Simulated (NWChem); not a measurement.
Species: SiH$_{4}$SeO$_{2}$; SMILES [SeH][SiH](O)O

```xyz
8

Si    -0.0036    -0.9898     0.4839
O     -1.2629    -1.7000    -0.3194
O      1.4950    -1.6135     0.1592
Se    -0.0488     1.2169    -0.1308
H     -0.2354    -1.2403     1.9187
H     -1.3634    -1.5111    -1.2573
H      1.8897    -1.3890    -0.6892
H      1.3198     1.4571     0.3498
```
Atoms are numbered in this order, from 1.

All runs: NWChem. Geometry: optimised at PBE0/def2-SVP. Vzz is the largest principal value of the second derivative of the potential at the nucleus (NWChem prints the opposite sign); η is the asymmetry. Non-relativistic.

| level | Vzz O2 (a.u.) | η O2 | Vzz O3 (a.u.) | η O3 | Vzz Se4 (a.u.) | η Se4 |
|---|---|---|---|---|---|---|
| Hartree-Fock/cc-pVTZ | 1.451 | 0.51 | 1.438 | 0.52 | -3.781 | 0.96 |
| Hartree-Fock/def2-SVP | 1.508 | 0.53 | 1.493 | 0.54 | -3.978 | 0.97 |
| B3LYP/def2-SVP | ? | 0.51 | ? | 0.52 | ? | ? |
| B3LYP/cc-pVTZ | 1.399 | 0.50 | 1.388 | 0.51 | -3.879 | 0.83 |

Q: Fill in the missing entries.

A: 
- B3LYP/def2-SVP, Vzz O2 (a.u.): 1.431
- B3LYP/def2-SVP, Vzz O3 (a.u.): 1.418
- B3LYP/def2-SVP, Vzz Se4 (a.u.): -4.123
- B3LYP/def2-SVP, η Se4: 0.88
